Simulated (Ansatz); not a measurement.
HN (SMILES [NH]), singlet, at a GFN2-xTB geometry. Base run: PBE/cc-pVTZ (Ansatz, a first-principles code).

Input for Ansatz:
Ansatz 0.2 input:
```yaml
crystal:
  periodic: [false, false, false]
  atoms:
    - {symbol: N, position_ang: [-0.00000000, -0.00000000, -0.12795744]}
    - {symbol: H, position_ang: [0.00000000, 0.00000000, 0.89570205]}
basis:
  gaussian:
    orbitals: cc-pVTZ
hamiltonian:
  xc: pbe
```

Each row names what was changed in the base input (with any setting that the change needs).

| change | E (Eh) |
|---|---|
| base | -55.08172 |
| functional = B2PLYP | ___ |
| functional = hf | -54.87459 |
| functional = B2GP-PLYP | -55.10589 |
| functional = pbe0 | -55.08725 |
| functional = r2scan | -55.11566 |
| functional = revpbe | -55.13815 |
| functional = hse06 | -55.08428 |
| functional = pbe0; dispersion = d4 | ___ |
| functional = blyp | ___ |
| functional = lc_wpbe | -55.11596 |
| functional = PBE-QIDH | ___ |
| functional = cam_b3lyp | -55.13434 |

**Question.** Fill in the missing entries.

**Answer.** 
- functional = B2PLYP, E (Eh): -55.11710
- functional = pbe0; dispersion = d4, E (Eh): -55.08732
- functional = blyp, E (Eh): -55.14571
- functional = PBE-QIDH, E (Eh): -55.08015

Absolute energies of different levels of theory aren't comparable as measures of quality.
